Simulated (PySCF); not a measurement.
# A survey of $^{19}$F NMR shifts

[PySCF 2.14.0 with density-fitted response routines: coordinates at the GFN2-xTB level; σ from GIAO-PBE0/pcSseg-1; one computed conformer; one averaged value for each set of equivalent atoms; no solvent model; no relativistic terms]

Shieldings were converted by a linear fit to measured shifts: $^{19}$F: δ = 146.13 − 0.903σ +14.6 on sp3 carbon (rms 6.0 ppm, 223 shifts, 7.0 ppm with the 5 outliers that the fit left out vs CFCl3, solution or neat liquid). Occasional misses reach two or three times the rms, and more in compound classes unlike the fitted ones.

(1) Give the $^{19}$F shifts of `O=C(Cl)[C@@H](F)CF`, `CC(F)(F)C(=O)Cl`, `CC(F)(F)C(=O)Cl`, `CCn1cpc(C(F)(F)F)c1`.

(2) Match the shifts -59.1, -96.6, -115.4, -140.2, -214.1 ppm to `C[C@@H](CF)[C@@](C)(N)CN`, `CC(F)(F)Cc1ccccc1`, `C=C(CC=S)OC(F)(F)F`, `CCC(F)(F)c1ccccc1`, `Fc1cccn1[SiH3]`.

## Answers

(1) 
| compound | environment | δ (ppm) |
| --- | --- | --- |
| [O:1]=[C:2]([Cl:3])[C@@H:4]([F:5])[CH2:6][F:7] | F5: fluorine on an sp3 carbon | -191.5 |
| [O:1]=[C:2]([Cl:3])[C@@H:4]([F:5])[CH2:6][F:7] | F7: fluorine on an sp3 carbon | -228.1 |
| CC(F)(F)C(=O)Cl | fluorine of a CF2 group (×2) | -102.9 |
| CC(F)(F)C(=O)Cl | fluorine of a CF2 group (×2) | -102.9 |
| CCn1cpc(C(F)(F)F)c1 | fluorine of a CF3 group (×3) | -55.5 |

(2) -59.1: C=C(CC=S)OC(F)(F)F (fluorine of an OCF3 group); -96.6: CC(F)(F)Cc1ccccc1 (fluorine of a CF2 group); -115.4: CCC(F)(F)c1ccccc1 (fluorine of a CF2 group); -140.2: Fc1cccn1[SiH3] (aryl fluorine); -214.1: C[C@@H](CF)[C@@](C)(N)CN (fluorine on an sp3 carbon).
